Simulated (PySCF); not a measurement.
C₆ coefficients of unlike pairs at PBE

Calculated with PySCF 2.14 from the dipole response of each species, C₆(A,B) = (3/π) ∫ α_A(iu) α_B(iu) du, in atomic units, from isotropic polarisabilities. For ions this is the dispersion term alone; charge-induced terms of lower order in 1/R come first.

| species | configuration | basis | relativity | α (bohr³) | C₆ (like pair) |
| --- | --- | --- | --- | --- | --- |
| Mn²⁺ | [Ar] 3d5 (6S) | aug-cc-pVDZ (7s6p4d2f) | none | 3.965 | 11.16 |
| O²⁺ | [He] 2s2 2p2 (3P) | aug-cc-pVTZ-DK (5s4p3d2f) | spin-free X2C | 1.745 | 2.345 |
| Ta⁺ | [Xe] 4f14 5d3 6s1 (5F) | x2c-TZVPPall with one added diffuse shell each of s, p, d, f type (12s8p8d4f1g) | spin-free X2C | 41.35 | 359.2 |
| Cr³⁺ | [Ar] 3d3 (4F) | aug-cc-pVDZ-DK (7s6p4d2f) | spin-free X2C | 1.999 | 4.756 |

(1) Estimate C₆ for Cr³⁺ with Mn²⁺.

No spin-orbit coupling is included.

The other pairs:

```csv
pair,C₆
"O²⁺, Mn²⁺",5.109
"Ta⁺, O²⁺",25.44
"Cr³⁺, O²⁺",3.282
"Cr³⁺, Ta⁺",32.81
"Ta⁺, Mn²⁺",55.82
```

Results:

(1) The integral gives 7.170. The combination rule 2 C_A C_B / (C_A α_B/α_A + C_B α_A/α_B) gives 7.047 and the geometric mean 7.284.
